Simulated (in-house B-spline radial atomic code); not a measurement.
**Sr VI (Sr5+): [Ar] 3d10 4s2 4p3**

All numbers are computed (non-relativistic B97-1, spin-polarised, spherical fractional occupations, exact exchange averaged over the configuration; point nucleus) with an all-electron radial atomic-structure program (B-spline basis), not measured.

Screening seen three ways: the hydrogenic charge with the same mean radius, Z_r = [3n² - l(l+1)]/(2<r>), the one with the same energy, Z_e = n√(-2ε), and Slater's rules. Values are occupation-weighted means over spin.

| shell | electrons | ε (eV) | <r> (bohr) | Z_r | Z_e | Slater |
| --- | --- | --- | --- | --- | --- | --- |
| 1s | 2 | -15736 | 0.04018 | 37.33 | 34.01 | 37.70 |
| 2s | 2 | -2173 | 0.1769 | 33.92 | 25.28 | 33.85 |
| 2p | 6 | -1984.4 | 0.1523 | 32.84 | 24.15 | 33.85 |
| 3s | 2 | -396.38 | 0.5019 | 26.90 | 16.19 | 26.75 |
| 3p | 6 | -326.96 | 0.5017 | 24.91 | 14.71 | 26.75 |
| 3d | 10 | -201.63 | 0.4932 | 21.29 | 11.55 | 16.85 |
| 4s | 2 | -99.648 | 1.3 | 18.46 | 10.83 | 11.30 |
| 4p | 3 | -82.905 | 1.4 | 16.43 | 9.87 | 11.30 |

The least bound orbital is 4p up at -82.9 eV, and it is also the most diffuse (<r> = 1.4 bohr).
